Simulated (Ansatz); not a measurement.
O3S, charge +1, doublet, at a GFN2-xTB geometry (a state made from the parent by changing its charge; the spin is typed, not shown lowest); CASSCF(5,7)/def2-SVP run with Ansatz (a program for electronic structure).

Ansatz was given this input:
Ansatz 0.2 input:
```yaml
crystal:
  periodic: [false, false, false]
  atoms:
    - {symbol: O, position_ang: [-0.65994186, -1.25882961, -0.02663743]}
    - {symbol: S, position_ang: [0.00000000, -0.00000000, 0.00000000]}
    - {symbol: O, position_ang: [-0.75975005, 1.20137981, -0.01874086]}
    - {symbol: O, position_ang: [1.41969191, 0.05744980, 0.04537828]}
basis:
  gaussian:
    orbitals: def2-SVP
hamiltonian:
  xc: hf
total_charge: 1
correlation: {active_space: {window: {electrons: 5, orbitals: 7}}}
magnetization: {spin_polarized: false, initial_magnetization: 1}
```

### Question
Predict the main parts of the log of this Ansatz run.

### Answer

```
Functional definition: HF
536 factors; integrals over basis functions are off by at most 1.2e-3 eV
mean field evaluation 1: about -16897.9863 eV, gradient 5.2e1 eV
mean field evaluation 2: about -16898.0821 eV, gradient 5.2e1 eV
mean field evaluation 4: about -16902.8526 eV, gradient 2.2e0 eV
mean field evaluation 8: about -16902.8757 eV, gradient 1.9e-1 eV
mean field evaluation 16: about -16903.4295 eV, gradient 2.9e0 eV
mean field evaluation 32: about -16903.0488 eV, gradient 7.4e-2 eV
mean field evaluation 64: about -16903.0488 eV, gradient 7.4e-2 eV
mean field evaluation 96: about -16903.6985 eV, gradient 7.9e-5 eV
mean field -16903.69854928 eV, -621.1994639478 hartree, gradient 2.0e-6 eV, S^2 0.750000; 7 other end points of the search recorded, 0 dependent functions left out
reference -16903.69854928 eV, -621.1994639478 hartree; 20, 19 occupied and 40, 41 virtual orbitals, 536 factors
state -16905.94103762 eV, -621.2818738741 hartree
Total energy: -16905.94103762 eV, -621.2818738741 hartree
```
